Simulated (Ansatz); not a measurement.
Isolated molecules relaxed with PBE0-D4/def2-TZVP in Ansatz; ΔE leaves out vibrations. CBS: MP2 limit from def2 TZ/QZ plus the TZ coupled-cluster correction, frozen cores. This one scheme is used for every species. DFT in def2-TZVPP. B3LYP here is the variant with VWN-RPA as its local correlation; programs differ in this. For Ga outer-core shells are correlated without core-valence functions, which leaves a few kJ/mol of doubt a bond. Scalar relativity is left out up to krypton. Each species was taken in one conformer, which may not be the lowest.

Reaction (cleavage of the B–Ga bond): `[GaH2][B]1B[SiH2]1` + NH₃ → `NB1B[SiH2]1` + `[GaH3]`

```json
{"level": "PBE0-D4", "ΔE (kJ/mol)": "-66.2", "difference from CCSD(T)/CBS": "-14.8"}
{"level": "r2SCANh-D4", "ΔE (kJ/mol)": "-67.6", "difference from CCSD(T)/CBS": "-16.2"}
{"level": "r2SCAN0-D4", "ΔE (kJ/mol)": "-67.9", "difference from CCSD(T)/CBS": "-16.5"}
{"level": "B2PLYP", "ΔE (kJ/mol)": "-72.9", "difference from CCSD(T)/CBS": "-21.5"}
{"level": "PBE", "ΔE (kJ/mol)": "-66.5", "difference from CCSD(T)/CBS": "-15.1"}
{"level": "revPBE", "ΔE (kJ/mol)": "-65.2", "difference from CCSD(T)/CBS": "-13.8"}
{"level": "B3LYP", "ΔE (kJ/mol)": "-84.2", "difference from CCSD(T)/CBS": "-32.8"}
{"level": "r2SCANh", "ΔE (kJ/mol)": "-67.8", "difference from CCSD(T)/CBS": "-16.4"}
{"level": "BHLYP", "ΔE (kJ/mol)": "-87.1", "difference from CCSD(T)/CBS": "-35.7"}
{"level": "CAM-B3LYP", "ΔE (kJ/mol)": "-87.9", "difference from CCSD(T)/CBS": "-36.5"}
{"level": "HF/def2-TZVPP", "ΔE (kJ/mol)": "-95.9", "difference from CCSD(T)/CBS": "-44.5"}
{"level": "MP2/def2-TZVPP", "ΔE (kJ/mol)": "-50.8", "difference from CCSD(T)/CBS": "0.6"}
{"level": "CCSD(T)/def2-TZVPP", "ΔE (kJ/mol)": "-57.5", "difference from CCSD(T)/CBS": "-6.1"}
{"level": "MP2/def2-QZVPP", "ΔE (kJ/mol)": "-47.6", "difference from CCSD(T)/CBS": "3.8"}
{"level": "HF/CBS(def2)", "ΔE (kJ/mol)": "-96.8", "difference from CCSD(T)/CBS": "-45.4"}
{"level": "MP2/CBS(def2)", "ΔE (kJ/mol)": "-44.7", "difference from CCSD(T)/CBS": "6.7"}
{"level": "CCSD(T)/CBS", "ΔE (kJ/mol)": "-51.4", "difference from CCSD(T)/CBS": "0"}
```

Largest T1 diagnostic among the species: 0.015.

Leaving LDA and LC-ωPBE aside and taking each functional with its dispersion term where it has one, the values, not all of them listed here, spread over 26.8 kJ/mol, from CAM-B3LYP-D4 to PBE-QIDH. LDA lies −6.9 kJ/mol from PBE without D4. In def2-TZVPP, CCSD(T) changes the Hartree–Fock value by +38.3 kJ/mol (the triples alone add +5.6 kJ/mol) and MP2 by +45.0 kJ/mol. At CCSD(T), def2-SVP lies −34.4 kJ/mol from the extrapolated value and def2-TZVPP −6.1 kJ/mol.
